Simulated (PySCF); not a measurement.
## Electron correlation in Ga (gallium, neutral)

[Ar] 3d10 4s1 4p1 4d1, one real determinant (an excited configuration). All numbers are calculated (PySCF 2.14, the spin-free X2C one-electron Hamiltonian (Gaussian nucleus), in x2c-QZVPPall with one added diffuse shell each of s, p, d, f type (12s8p6d5f1g, 110 functions)). Frozen: [Ne]; 21 electrons correlated.

MP2 pair energies summed by pair of shells (mhartree):

```tsv
pair	energy	share (%)
3d-3d	-402.23	52.3
3p-3d	-187.95	24.4
3s-3d	-52.02	6.8
3p-3p	-49.19	6.4
3d-4s	-24.25	3.2
3s-3p	-20.98	2.7
3d-4p	-13.55	1.8
3s-3s	-3.79	0.5
3p-4s	-3.44	0.4
4s-4p	-2.49	0.3
4p-4d	-2.38	0.3
4s-4d	-2.27	0.3
3d-4d	-1.69	0.2
3p-4p	-1.65	0.2
3s-4s	-0.47	0.1
3s-4p	-0.27	0.0
3p-4d	-0.14	0.0
3s-4d	-0.03	0.0
```

Total MP2 correlation energy: -768.80 mhartree.

Same-spin part -270.91 and opposite-spin part -497.89 mhartree; SCS-MP2 scales them by 1/3 and 6/5 to -687.77 mhartree.

The reference is one real determinant that mixes LS terms of this configuration.

This basis was not built for core-valence correlation, so the inner-shell part is incomplete.
